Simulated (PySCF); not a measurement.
O4Re (SMILES [O]=[Re-](=[O])(=[O])=[O]), charge -1, singlet, at a GFN2-xTB geometry (such geometries of metal compounds can be far from the true shape) (core potentials on Re); PySCF with DF-B3LYP/def2-TZVP.

PySCF was given this input:
```python
from pyscf import gto, scf, dft

mol = gto.Mole()
mol.atom = '''
    Re   -0.00000000   -0.00000000   -0.00000000
    O     1.39815894   -0.28174519   -0.91187613
    O     0.42640792    0.28515594    1.61326043
    O    -0.81278078    1.35112420   -0.61611495
    O    -1.01178608   -1.35453494   -0.08526935
'''
mol.basis = 'def2-tzvp'
mol.ecp = {'Re': 'def2-tzvp'}
mol.charge = -1
mol.verbose = 4
mol.build()

mf = dft.RKS(mol)
mf.xc = 'b3lyp'
mf.diis_space = 2
mf = mf.density_fit(auxbasis='def2-universal-jkfit')
mf.kernel()
```

Q: What does PySCF print? Leave out banner, timings and long lists.

A: 
```
PySCF version 2.14.0

[INPUT] verbose = 4
[INPUT] num. atoms = 5
[INPUT] num. electrons = 48
[INPUT] charge = -1
[INPUT] spin (= nelec alpha-beta = 2S) = 0
[INPUT] symmetry False subgroup None
[INPUT] Mole.unit = angstrom
[INPUT] Symbol           X                Y                Z      unit          X                Y                Z       unit  Magmom
[INPUT]  1 Re     0.000000000000   0.000000000000   0.000000000000 AA    0.000000000000   0.000000000000   0.000000000000 Bohr   0.0
[INPUT]  2 O      1.398158940000  -0.281745190000  -0.911876130000 AA    2.642137475212  -0.532421246014  -1.723196145228 Bohr   0.0
[INPUT]  3 O      0.426407920000   0.285155940000   1.613260430000 AA    0.805794186145   0.538866629393   3.048620380298 Bohr   0.0
[INPUT]  4 O     -0.812780780000   1.351124200000  -0.616114950000 AA   -1.535933073510   2.553254698272  -1.164288516750 Bohr   0.0
[INPUT]  5 O     -1.011786080000  -1.354534940000  -0.085269350000 AA   -1.911998587847  -2.559700062754  -0.161135718320 Bohr   0.0

nuclear repulsion = 223.552731885347
number of shells = 58
number of NR pGTOs = 250
number of NR cGTOs = 164
basis = def2-tzvp
ecp = {'Re': 'def2-tzvp'}

******** <class 'pyscf.df.df_jk.DFRKS'> ********
method = DFRKS
initial guess = minao
damping factor = 0
level_shift factor = 0
DIIS = <class 'pyscf.scf.diis.CDIIS'>
diis_start_cycle = 1
diis_space = 2
diis_damp = 0
SCF conv_tol = 1e-09
SCF conv_tol_grad = None
SCF max_cycles = 50
direct_scf = False
XC library pyscf.dft.libxc version 7.1.2
    S. Lehtola, C. Steigemann, M. J. T. Oliveira, and M. A. L. Marques,  SoftwareX 7, 1–5 (2018)
XC functionals = b3lyp
    P. J. Stephens, F. J. Devlin, C. F. Chabalowski, and M. J. Frisch,  J. Phys. Chem. 98, 11623 (1994)
radial grids:
    Treutler-Ahlrichs [JCP 102, 346 (1995); DOI:10.1063/1.469408] (M4) radial grids

becke partition: Becke, JCP 88, 2547 (1988); DOI:10.1063/1.454033
pruning grids: <function nwchem_prune>
grids dens level: 3
symmetrized grids: False
atomic radii adjust function: <function treutler_atomic_radii_adjust>
small_rho_cutoff = 0
Set gradient conv threshold to 3.16228e-05
Initial guess from minao.
tot grids = 80640
******** <class 'pyscf.df.df.DF'> ********
auxbasis = def2-universal-jkfit
init E= -358.927928146666
  HOMO = -0.607337418833886  LUMO = -0.258441458882657  gap/eV = 9.49394
cycle= 1 E= -378.581986921979  delta_E= -19.7  |g|=  2.4  |ddm|= 9.56
  HOMO = 0.0590827133692269  LUMO = 0.140816437906464  gap/eV = 2.22409
cycle= 2 E= -372.919555152351  delta_E= 5.66  |g|= 5.93  |ddm|= 4.97
  HOMO = -0.0615618182334967  LUMO = 0.187886738430304  gap/eV = 6.78784
cycle= 3 E= -379.531800048473  delta_E= -6.61  |g|= 0.549  |ddm|= 4.29
  HOMO = -0.199171828759524  LUMO = 0.0533058260981091  gap/eV = 6.87027
cycle= 4 E= -379.536441126219  delta_E= -0.00464  |g|= 0.538  |ddm|= 0.858
  HOMO = -0.122782210905147  LUMO = 0.142698360009235  gap/eV = 7.22409
cycle= 5 E= -379.591172779481  delta_E= -0.0547  |g|= 0.111  |ddm|= 0.386
  HOMO = -0.126539953058408  LUMO = 0.160814849564536  gap/eV = 7.81932
cycle= 6 E= -379.576695750637  delta_E= 0.0145  |g|= 0.304  |ddm|= 0.221
  HOMO = -0.124767620618639  LUMO = 0.146098902179499  gap/eV = 7.37065
cycle= 7 E= -379.593308075735  delta_E= -0.0166  |g|= 0.0054  |ddm|= 0.167
  HOMO = -0.123520872283623  LUMO = 0.147706554252444  gap/eV = 7.38047
cycle= 8 E= -379.593309040285  delta_E= -9.65e-07  |g|= 0.00498  |ddm|= 0.00794
  HOMO = -0.124238776348188  LUMO = 0.146931448080417  gap/eV = 7.37892
cycle= 9 E= -379.593313171986  delta_E= -4.13e-06  |g|= 0.00207  |ddm|= 0.00364
  HOMO = -0.124182072612678  LUMO = 0.146629614527161  gap/eV = 7.36916
cycle= 10 E= -379.593309104912  delta_E= 4.07e-06  |g|= 0.00514  |ddm|= 0.00381
  HOMO = -0.124126274951267  LUMO = 0.146969358217572  gap/eV = 7.37689
cycle= 11 E= -379.593313862841  delta_E= -4.76e-06  |g|= 0.000378  |ddm|= 0.00308
  HOMO = -0.124225018790445  LUMO = 0.146849317152513  gap/eV = 7.37631
cycle= 12 E= -379.593313865141  delta_E= -2.3e-09  |g|= 0.000382  |ddm|= 0.000564
  HOMO = -0.124172267497716  LUMO = 0.14689759673292  gap/eV = 7.37619
cycle= 13 E= -379.593313883525  delta_E= -1.84e-08  |g|= 0.000213  |ddm|= 0.00025
  HOMO = -0.124165609008202  LUMO = 0.146937463411568  gap/eV = 7.37709
cycle= 14 E= -379.593313861931  delta_E= 2.16e-08  |g|= 0.000395  |ddm|= 0.000357
  HOMO = -0.124180004597416  LUMO = 0.146900277461841  gap/eV = 7.37647
cycle= 15 E= -379.593313891254  delta_E= -2.93e-08  |g|= 3.91e-05  |ddm|= 0.000264
  HOMO = -0.12416922351334  LUMO = 0.146910920201857  gap/eV = 7.37647
cycle= 16 E= -379.593313891087  delta_E= 1.67e-10  |g|= 5.17e-05  |ddm|= 5.2e-05
  HOMO = -0.124174502895093  LUMO = 0.146907619446985  gap/eV = 7.37652
cycle= 17 E= -379.5933138914  delta_E= -3.13e-10  |g|= 2.61e-05  |ddm|= 3.05e-05
  HOMO = -0.124173901668654  LUMO = 0.146902771594214  gap/eV = 7.37637
Extra cycle  E= -379.593313890476  delta_E= 9.24e-10  |g|= 7.61e-05  |ddm|= 5.54e-05
converged SCF energy = -379.593313890476
```
